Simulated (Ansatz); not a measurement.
`[CH3][In]([CH3])[F]` + H₂O → `[CH3][In]([OH])[F]` + CH₄  (formal hydrolysis of the In–C bond)

Computed with Ansatz on PBE0-D4/def2-TZVP structures; ΔE is electronic, products minus reactants. CCSD(T)/CBS adds triple-zeta CCSD(T) − MP2 to the extrapolated MP2 energy (def2 sets, frozen cores). This one scheme is used for every species. Elements past krypton have def2 core potentials. For In outer-core shells are correlated without core-valence functions, which leaves a few kJ/mol of doubt a bond. One conformer a species, not always the lowest.

`[CH3][In]([CH3])[F]`:

Cartesian coordinates in Å:
```
C -0.310 1.538 -1.315
In -0.102 -0.283 -0.229
C 0.457 -1.129 1.646
F -0.634 -1.767 -1.427
H -0.043 2.409 -0.718
H 0.329 1.491 -2.198
H -1.345 1.627 -1.648
H 0.765 -0.372 2.366
H -0.393 -1.686 2.042
H 1.277 -1.829 1.480
```

H₂O:

Z-matrix (Å, degrees):
```
O
H 1 0.960
H 1 0.960 2 105.1
```

`[CH3][In]([OH])[F]`:

```xyz
8

C    -0.927   -0.119   -1.009
In    0.740    0.174    0.277
O     1.078   -0.020    2.212
F     2.422    0.786   -0.502
H    -1.735    0.552   -0.719
H    -0.616    0.095   -2.030
H    -1.273   -1.149   -0.934
H     0.312   -0.319    2.706
```

CH₄:

```xyz
5

C     0.000    0.000    0.000
H     0.069   -0.837    0.694
H    -1.047    0.267   -0.144
H     0.437   -0.285   -0.957
H     0.541    0.854    0.406
```

```tsv
level	ΔE (kJ/mol)
HF/def2-SVP	-51.5
MP2/def2-SVP	-58.9
```

Problem. What does CCSD(T)/CBS give? (Estimate.)

Solution. The calculation gave: -44.1 kJ/mol. The listed levels differ from it by -7.4, -14.8 kJ/mol.

Largest T1 diagnostic among the species: 0.016.

From BLYP to BHLYP (50 % exact exchange), in def2-TZVPP and without D4, ΔE moves by +6.5 kJ/mol. In def2-TZVPP, CCSD(T) changes the Hartree–Fock value by +10.9 kJ/mol (the triples alone add −0.8 kJ/mol) and MP2 by +11.8 kJ/mol. At CCSD(T), def2-SVP lies −11.4 kJ/mol from the extrapolated value and def2-TZVPP +1.9 kJ/mol.
